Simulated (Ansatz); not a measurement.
`C[N](C)[SnH]([OH])[F]` + H–F → `[OH][SnH]([F])[F]` + `CNC`  (ligand exchange at the Sn–N bond)

Program: Ansatz. Geometries: PBE0-D4/def2-TZVP. ΔE: electronic, gas phase. CBS: MP2 limit from def2 TZ/QZ plus the TZ coupled-cluster correction, frozen cores. This one scheme is used for every species. Functionals use def2-TZVPP. def2 core potentials past Kr. For Sn outer-core shells are correlated without core-valence functions, which leaves a few kJ/mol of doubt a bond. One conformer a species, not always the lowest.

```csv
level,ΔE (kcal/mol)
PBE-D4,-14.5
HF/def2-TZVPP,-20.0
CCSD(T)/def2-TZVPP,-11.9
MP2/def2-QZVPP,-10.7
```

(1) What does CCSD(T)/CBS give? (An estimate is asked.)

Largest T1 diagnostic among the species: 0.015.

Answers

(1) The calculation gave: -11.8 kcal/mol. The listed levels differ from it by -2.7, -8.2, -0.1, 1.1 kcal/mol.

From PBE to PBE0 (25 % exact exchange), in def2-TZVPP and without D4, ΔE moves by +0.7 kcal/mol. The D4 term adds +3.4 kcal/mol with B3LYP and +1.9 kcal/mol with PBE0; it sums over pairs of atoms, weighted by their polarisabilities, and B3LYP, whose exchange is more repulsive, gets the larger term. In def2-TZVPP, CCSD(T) changes the Hartree–Fock value by +8.0 kcal/mol (the triples alone add +1.0 kcal/mol) and MP2 by +9.5 kcal/mol.

B3LYP here is the variant with VWN-RPA as its local correlation; programs differ in this.
